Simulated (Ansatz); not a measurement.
Kohn–Sham single points on CH$_{9}$HfN$_{3}$, SMILES `[CH3][Hf]([NH2])([NH2])[NH2]`.

```yaml
crystal:
  periodic: [false, false, false]
  atoms:
    - {symbol: C, position_ang: [-1.545765, 1.255487, 0.053802]}
    - {symbol: Hf, position_ang: [0.196179, -0.159371, -0.006822]}
    - {symbol: N, position_ang: [1.572862, 0.465687, 1.362792]}
    - {symbol: N, position_ang: [-0.483429, -2.026879, 0.454034]}
    - {symbol: N, position_ang: [0.982209, -0.121449, -1.889067]}
    - {symbol: H, position_ang: [-1.906241, 1.416983, 1.077136]}
    - {symbol: H, position_ang: [-1.287250, 2.240863, -0.352956]}
    - {symbol: H, position_ang: [-2.396580, 0.882417, -0.529431]}
    - {symbol: H, position_ang: [1.357168, 0.672325, 2.329395]}
    - {symbol: H, position_ang: [2.549444, 0.667441, 1.203608]}
    - {symbol: H, position_ang: [-0.141241, -2.643686, 1.176640]}
    - {symbol: H, position_ang: [-1.274873, -2.468876, 0.004783]}
    - {symbol: H, position_ang: [1.141531, -0.906728, -2.503588]}
    - {symbol: H, position_ang: [1.235965, 0.725784, -2.380327]}
basis:
  gaussian: {orbitals: def2-TZVPP}
hamiltonian: {xc: {name: r2SCANh}, dispersion: d4}
output: {orbitals: {seedname: orbitals}}
```

```sh
$ ansatz run in.yaml --threads 4 --pin off --events-out ev --progress --plain --max-ram 11315MiB
```

Output, abridged:

```
Functional definition: r2SCANh
1534 factors; their error is unknown
mean field evaluation 1: about -6934.3517 eV, gradient 1.2e2 eV
mean field evaluation 2: about -6863.2122 eV, gradient 2.1e2 eV
mean field evaluation 4: about -6962.8414 eV, gradient 1.2e1 eV
mean field evaluation 8: about -6963.2459 eV, gradient 1.7e-1 eV
mean field evaluation 16: about -6963.2405 eV, gradient 2.8e-4 eV
mean field -6963.24049599 eV, -255.8943683738 hartree, gradient 4.2e-5 eV, S^2 0.000000; 0 other end points of the search recorded, 0 dependent functions left out
reference -6963.24050929 eV, -255.8943688626 hartree; 24, 24 occupied and 282, 282 virtual orbitals, 1534 factors
Total energy: -6963.31477423 eV, -255.8970980488 hartree
```

It took 7 s on 4 threads of an Arm Neoverse V2 on a shared host, with 0.83 GiB of host memory at the peak.

The same input with `hamiltonian: {xc: {name: revPBE}, dispersion: d4}` (abridged; 2.6 s):

```
Functional definition: revPBE
mean field evaluation 16: about -6966.2214 eV, gradient 1.1e-4 eV
mean field -6966.22142791 eV, -256.0039156011 hartree, gradient 8.1e-5 eV, S^2 0.000000
Total energy: -6966.85771836 eV, -256.0272988441 hartree
```

Changing it to `hamiltonian: {xc: {name: B2PLYP}}` (abridged; 7.5 s):

```
Functional definition: B2PLYP
mean field evaluation 16: about -6948.8182 eV, gradient 3.4e-4 eV
mean field -6948.81824476 eV, -255.3643604168 hartree, gradient 8.0e-6 eV, S^2 0.000000
4 core orbitals not correlated: weight in the atoms' cores, before any rotation towards them, 1.000 or more for the frozen orbitals, at most 0.000 for the correlated occupied ones
second order -38.35418052 eV of doubles, -0.00000000 eV of singles
Total energy: -6959.17407006 eV, -255.7449299772 hartree
```

With the line `hamiltonian: {xc: {name: wB97M-V}}` and forces (abridged; 16 s):

```
Functional definition: wB97M-V
mean field evaluation 16: about -6961.7964 eV, gradient 5.8e-5 eV
mean field -6961.79638295 eV, -255.8412981982 hartree, gradient 5.8e-5 eV, S^2 0.000000
Total energy: -6961.79644141 eV, -255.8413003467 hartree
Atom 0 force    -0.062693     0.051409     0.002557 eV/Å
Atom 1 force    -0.044382     0.037100    -0.000579 eV/Å
Atom 2 force     0.039464     0.019347     0.039051 eV/Å
Atom 3 force    -0.021163    -0.052781     0.013194 eV/Å
Atom 4 force     0.020553     0.001487    -0.051231 eV/Å
Atom 5 force     0.010964     0.001755    -0.072479 eV/Å
Atom 6 force    -0.033733    -0.058947     0.028522 eV/Å
Atom 7 force     0.045174     0.038245     0.043381 eV/Å
Atom 8 force     0.040830     0.003378    -0.006989 eV/Å
Atom 9 force    -0.009225     0.004028     0.035560 eV/Å
Atom 10 force    -0.026646    -0.016424    -0.018889 eV/Å
Atom 11 force     0.018567    -0.025703     0.027201 eV/Å
Atom 12 force     0.011940     0.031031    -0.016618 eV/Å
Atom 13 force     0.010349    -0.033924    -0.022681 eV/Å
Dipole moment:     0.209103    -0.169836    -0.007153 e Å
```

With the line `hamiltonian: {xc: {name: B97M-V}}` (abridged; 13 s):

```
Functional definition: B97M-V
mean field evaluation 16: about -6966.0903 eV, gradient 3.4e-4 eV
mean field -6966.09029115 eV, -255.9990964142 hartree, gradient 2.2e-5 eV, S^2 0.000000
Total energy: -6966.09036403 eV, -255.9990990926 hartree
```

With the line `hamiltonian: {xc: lda}` (abridged; 1.6 s):

```
Functional definition: SPW92
mean field evaluation 16: about -6915.4375 eV, gradient 1.3e-4 eV
mean field -6915.43745267 eV, -254.1376389337 hartree, gradient 4.9e-5 eV, S^2 0.000000
Total energy: -6915.43749837 eV, -254.1376406131 hartree
```
